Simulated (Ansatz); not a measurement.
Relaxation of ClFH₂OSSi (7 atoms, charge 0, multiplicity 1), to a largest force component of 0.02 eV/Å in at most 40 steps.

Method: RKS r2SCAN/def2-SVP (Ansatz).

```xyz
7
Properties=species:S:1:pos:R:3
O -1.185 -0.110 0.771
Si 0.342 -0.044 0.279
F 1.073 -1.213 1.035
S 0.482 -0.339 -1.820
Cl 1.097 1.777 0.754
H -1.532 -0.919 1.061
H -0.214 0.780 -2.126
```

Problem. Where does it end, and by what steps?

Solution. The forces met the threshold. After 12 steps the energy has fallen by 0.191 eV; H6 moved furthest, 0.39 Å.

```json
{"step": "0", "energy less start (eV)": "0.0000", "largest force component (eV/Å)": "2.162", "accepted": "yes"}
{"step": "1", "energy less start (eV)": "-0.1111", "largest force component (eV/Å)": "0.623", "accepted": "yes"}
{"step": "2", "energy less start (eV)": "-0.1526", "largest force component (eV/Å)": "0.270", "accepted": "yes"}
{"step": "3", "energy less start (eV)": "-0.1604", "largest force component (eV/Å)": "0.143", "accepted": "yes"}
{"step": "4", "energy less start (eV)": "-0.1680", "largest force component (eV/Å)": "0.275", "accepted": "yes"}
{"step": "5", "energy less start (eV)": "-0.1739", "largest force component (eV/Å)": "0.546", "accepted": "yes"}
{"step": "6", "energy less start (eV)": "-0.1805", "largest force component (eV/Å)": "0.433", "accepted": "yes"}
{"step": "7", "energy less start (eV)": "-0.1877", "largest force component (eV/Å)": "0.199", "accepted": "yes"}
{"step": "8", "energy less start (eV)": "-0.1880", "largest force component (eV/Å)": "0.194", "accepted": "yes"}
{"step": "9", "energy less start (eV)": "-0.1620", "largest force component (eV/Å)": "1.090", "accepted": "no"}
{"step": "10", "energy less start (eV)": "-0.1906", "largest force component (eV/Å)": "0.057", "accepted": "yes"}
{"step": "11", "energy less start (eV)": "-0.1903", "largest force component (eV/Å)": "0.098", "accepted": "no"}
{"step": "12", "energy less start (eV)": "-0.1909", "largest force component (eV/Å)": "0.011", "accepted": "yes"}
```

```xyz
7
Properties=species:S:1:pos:R:3
O -1.152 -0.063 0.942
Si 0.364 -0.026 0.316
F 1.286 -1.179 0.965
S 0.460 -0.410 -1.769
Cl 1.119 1.793 0.849
H -1.691 -0.832 0.720
H -0.325 0.649 -2.070
```

Whether the end is a true minimum wasn't checked by a vibrational analysis.

The run took 53 s on 2 threads of Arm Neoverse N1, on a shared host, peak memory 0.17 GiB.
